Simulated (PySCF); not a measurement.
Species: C4H4Cl2F2.
InChI=1S/C4H4Cl2F2/c5-3-1-2-4(6,7)8/h1,3H,2H2/b3-1-

Computed with TDDFT PBE0/def2-SVPD, vertical, gas phase, core orbitals frozen in the response (PySCF 2.14.0, density-fitted response routines). The structure is a single GFN2-xTB conformer in the gas phase; no vibrational or solvent corrections. Torsions of this conformer, `[F:1][C:2]([F:3])([Cl:4])[CH2:5]/[CH:6]=[CH:7]\[Cl:8]`: F1–C2–C5–C6 -63°, C2–C5–C6–C7 -117°.

Q: What does the calculation give for the low-lying excited states?

A: 

```tsv
state	E (eV)	E (kJ/mol)	λ (nm)	f	|μ| (D)	main configurations (H = HOMO, L = LUMO)
S1	6.58	635	188.3	0.209	2.89	H→L (82%), H→L+1 (12%)
S2	6.87	663	180.6	0.019	0.84	H→L+2 (80%)
S3	6.95	670	178.4	0.075	1.69	H→L+1 (82%), H→L (9%)
S4	7.09	684	174.9	0.0022	0.28	H-1→L (93%)
S5	7.31	706	169.5	0.0056	0.45	H→L+3 (92%)
S6	7.56	729	164.0	0.0015	0.23	H-2→L (70%), H-2→L+1 (21%)
```

Triplets, Tamm–Dancoff:

```json
{"state": "T1", "E (eV)": "4.13", "λ (nm)": "300.0", "main configurations (H = HOMO, L = LUMO)": "H→L (91%)"}
{"state": "T2", "E (eV)": "6.37", "λ (nm)": "194.7", "main configurations (H = HOMO, L = LUMO)": "H→L+2 (75%)"}
```

The lowest singlet comes at 188 nm (635 kJ/mol) in the vacuum ultraviolet; it is strong; its leading configuration is HOMO→LUMO (82%). The lowest level is also the most intense of those listed (f = 0.209). Löwdin shares by element: HOMO carbon 55% or more, chlorine 31% or more; LUMO carbon 69% or more, chlorine 11% or more (atoms not listed hold the other 20%). Orbital energies (eV): HOMO-3 -9.55, HOMO-2 -9.46, HOMO-1 -9.30, HOMO -7.80, LUMO -0.64, LUMO+1 0.12, LUMO+2 0.53. The listed states span 0.98 eV, and the widest gap between neighbours is 0.28 eV (S1 to S2). Weighted by f, the mean energy of these states is 6.71 eV. The window holds the lowest 6 singlets.
